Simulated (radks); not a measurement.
Task: Species: V+. Configuration: [Ar] 3d4. Method: non-relativistic Kohn-Sham, LDA (Slater exchange, Perdew-Zunger correlation), spin-polarised, spherical densities, point nucleus; open shells are filled with parallel spins first; computed with a radial shooting solver on a logarithmic mesh with Libxc functionals. Some entries of the table are withheld. Estimate them.

orbital,occ.,eigenvalue (Ry),<r> (bohr),<1/r> (bohr^-1)
1s down,1,-390.6160,0.06717,22.48
1s up,1,-390.6154,0.06717,22.48
2s up,1,-43.77563,0.3120,4.721
2s down,1,-43.68600,0.3116,4.727
2p up,3,-37.01174,0.2757,4.670
2p down,3,-36.94288,0.2752,4.676
3s up,1,-5.32875,0.9653,1.460
3s down,1,-5.09905,0.9669,1.457
3p up,3,-3.50814,1.034,(1)
3p down,3,-3.28168,1.037,(2)
3d up,4,-0.74085,1.507,(3)
3d down,0,-0.53784,1.637,(4)

Result: 
(1) 3p up <1/r> (bohr^-1): 1.333
(2) 3p down <1/r> (bohr^-1): 1.328
(3) 3d up <1/r> (bohr^-1): 0.9230
(4) 3d down <1/r> (bohr^-1): 0.8794
